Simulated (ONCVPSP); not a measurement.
# Ni (Z = 28): one change to an ONCV potential, before and after

| Item | Value |
| --- | --- |
| Element | Ni |
| Generator | ONCVPSP 4.0.1 |
| Type | optimised norm-conserving Vanderbilt (ONCV) |
| Functional | PBE |
| Relativity | fully relativistic |
| Frozen core | [Ar] |
| Valence charge | 10 |
| Reference configuration | 3d8 4s1 (charge +1) |
| Partial waves | 4s: rc 2.35 bohr, ncon 3, nbas 8, qcut 2.6 1/bohr, 2 projectors, debl 3.9 Ha; p scattering state at 0.32 Ha: rc 2.25 bohr, ncon 3, nbas 8, qcut 3.7 1/bohr, 2 projectors, debl 2.3 Ha; 3d: rc 1.30 bohr, ncon 3, nbas 8, qcut 11.5 1/bohr, 2 projectors, debl 1.8 Ha |
| Local potential | polynomial inside 0.95 bohr (lpopt 3, dvloc0 1 Ha) |
| Core correction | Teter function, fcfact 2.75, rcfact 1.6 |

Open shells are filled in proportion to 2j + 1.

In the p channel the program set the typed energies aside and used 0.050, 2.350 Ha (j = l + 1/2; the other j can differ).

All-electron outer shells of the reference configuration (PBE, scalar-relativistic, ld1.x):

```csv
shell,level (eV),outermost node (bohr),outermost maximum (bohr)
3p,-80.51,0.27,0.65
3d,-17.92,–,0.63
4s,-13.18,0.92,2.13
```

Change: core correction Teter function, fcfact 7.9, rcfact 1.6.

Cutoffs: the cutoffs (Ha) at which the residual kinetic energy of the hardest occupied pseudo-wave falls to 1 and 0.1 mHa per electron; they do not see the model core or the augmentation charge, which bear on the density cutoff. Errors are all-electron minus pseudo energies relative to the spin-unpolarised reference configuration.

**Question.** How do hardness, ghosts and transferability respond?

**Answer.** The potential gets neither clearly harder nor softer (53 Ha and 59 Ha → 53 Ha and 59 Ha); of the 4 tests that both files solve, the error grows in 4 and shrinks in 0 by more than 15 % and 0.3 meV (median size 25.6 → 72.0 meV); neither file shows a bound ghost. A model core, the more so a compact one, raises the density cutoff, which this test does not measure.

```csv
quantity,base,changed
"cutoff, loose",53 Ha,53 Ha
"cutoff, tight",59 Ha,59 Ha
bound ghosts,none,none
GHOST(+) flags under 300 eV,"s at 44.7 eV, p1/2 at 98.0 eV, p3/2 at 99.3 eV","s at 44.7 eV, p1/2 at 98.0 eV, p3/2 at 99.3 eV"
"error for 3d8 4s2, meV [ΔE -9.32 eV]",-9.9,-35
"error for 3d8 4s0, meV [ΔE 17.35 eV]",-41,-109
"error for 3d7 4s0, meV [ΔE 54.82 eV]",-351,-599
"error for 3d8 4s1 4p1, meV [ΔE -4.73 eV]",+2.5,-3.0
s: phases at 2.39 bohr within 0.05 rad from the reference energy up to (Ha; the scan ends near 5),1.0,1.0
p3/2: phases at 2.29 bohr within 0.05 rad from the reference energy up to (Ha; the scan ends near 5),3.0,3.0
p1/2: phases at 2.29 bohr within 0.05 rad from the reference energy up to (Ha; the scan ends near 5),3.0,3.0
d5/2: phases at 1.32 bohr within 0.05 rad from the reference energy up to (Ha; the scan ends near 5),to the end of the scan,to the end of the scan
d3/2: phases at 1.32 bohr within 0.05 rad from the reference energy up to (Ha; the scan ends near 5),to the end of the scan,to the end of the scan
"rms error of d²Exc/dni dnj with the model core, mHa",5.54,0.58
```
